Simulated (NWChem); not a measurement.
Electron attachment to H₃OSi

SMILES: [O][SiH3]
```xyz
5

O     -1.1796    -0.2168     0.0000
Si     0.4699     0.0980     0.0000
H      0.9144     0.8281     1.2237
H      0.9144     0.8281    -1.2237
H      1.0298    -1.2931     0.0000
```
Charge 0, spin multiplicity 2.

Everything below was run with NWChem. The geometry was optimised at UPBE0/def2-SVP, a minimum by its harmonic frequencies.

Basis set: def2-TZVPD. −ε marks an orbital energy of the parent. The basis adds only a small set of diffuse functions.

B3LYP has NWChem's definition, with VWN1-RPA local correlation. The structure started from a generated list of species. The unpaired electrons of the parent sit in orbitals of symmetry a" (Cs labels of the run); other states weren't searched. No SCF solution was tested for a lower state.

Question: One of these methods gave a vertical electron affinity of 5.42 eV. Which?
A) −ε(beta LUMO) of B3LYP
B) −ε(beta LUMO) of PBE
C) −ε(beta LUMO) of LDA (SVWN5)
D) −ε(beta LUMO) of PBE0

Answer: A, −ε(beta LUMO) of B3LYP. The others give 6.85 (−ε(beta LUMO) of LDA (SVWN5)), 4.87 (−ε(beta LUMO) of PBE0), 6.60 (−ε(beta LUMO) of PBE).
